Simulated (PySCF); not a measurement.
**Peak assignment**

Atom-mapped SMILES (the numbers label the heavy atoms): `[CH:1]#[C:2][C:3]([F:4])([F:5])[Si@@H:6]1[CH2:7][SiH2:8][SiH2:9]1`. Each H is labelled by its parent atom. Ha(C7), Ha(Si8), Ha(Si9) are cis to C3 on the ring; Hb(C7), Hb(Si8), Hb(Si9) are trans to C3 on the ring.

Method: shielding tensors at PBE0/pcSseg-1 (GIAO), structure optimised with GFN2-xTB, in PySCF 2.14 (in vacuum, non-relativistic, one computed conformer).

δ = σ(ref) − σ, references computed at the same level: ¹³C (186.93 ppm) and ¹H (31.72 ppm) vs TMS.

Question: Assign these signals to the numbered atoms. ¹³C{¹H} NMR (computed): δ 126.4, 90.4, 80.9, -0.3.

Answer: 
| δ (ppm) | atoms | environment | reason |
| --- | --- | --- | --- |
| 126.4 | C3 | propargylic fully substituted sp3 carbon bonded to 2 F and Si | 2 electronegative neighbours deshield it |
| 90.4 | C1 | terminal alkyne carbon | sp carbons lie upfield of alkene carbons because the cylindrical π system leaves one tensor component strongly shielded |
| 80.9 | C2 | alkyne carbon | sp carbons lie upfield of alkene carbons because the cylindrical π system leaves one tensor component strongly shielded |
| -0.3 | C7 | sp3 CH2 bonded to 2 Si | an electropositive neighbour leaves it electron-rich and shielded |

Question: Assign these signals to the numbered atoms. ¹H NMR (400 MHz, computed): δ 5.12 (m, 1H), 4.69 (m, 1H), 4.68 (m, 1H), 4.66 (m, 1H), 4.52 (m, 1H), 2.68 (s, 1H), 0.92 (m, 1H), 0.80 (m, 1H).

Answer: 
5.12 → H(Si6), hydrogen on a silicon bonded to 2 C, Si, in a 4-membered ring
4.69 → Ha(Si8), hydrogen on a silicon bonded to C, Si, in a 4-membered ring
4.68 → Hb(Si8), hydrogen on a silicon bonded to C, Si, in a 4-membered ring
4.66 → Ha(Si9), hydrogen on a silicon bonded to 2 Si, in a 4-membered ring
4.52 → Hb(Si9), hydrogen on a silicon bonded to 2 Si, in a 4-membered ring
2.68 → H(C1), hydrogen on a terminal alkyne carbon: it lies on the axis of the triple bond, in its shielding cone
0.92 → Ha(C7), hydrogen on an sp3 CH2 bonded to 2 Si
0.80 → Hb(C7), hydrogen on an sp3 CH2 bonded to 2 Si: an electropositive neighbour shields it, as in TMS itself

Ha(Si8) and Hb(Si8); Hb(Si8) and Ha(Si9) lie closer than the usual error of such a calculation, so a measured spectrum could show them in the other order.

Splittings by ¹⁹F in the carbon and heteronuclear signals aren't shown, as no couplings were computed. Shifts are as computed. Against solution values, carbons near 30 ppm lie about +3 ppm off and those near 130 ppm about +5 ppm. Of 1211 compounds with measured shifts, 218 miss one by over three times the rms of a fit or turn the order of signals round; such compounds aren't used in these exercises. Multiplicities follow the n + 1 count of equivalent neighbours, as no J values were calculated; m marks all less simple cases, F and P coupling included.
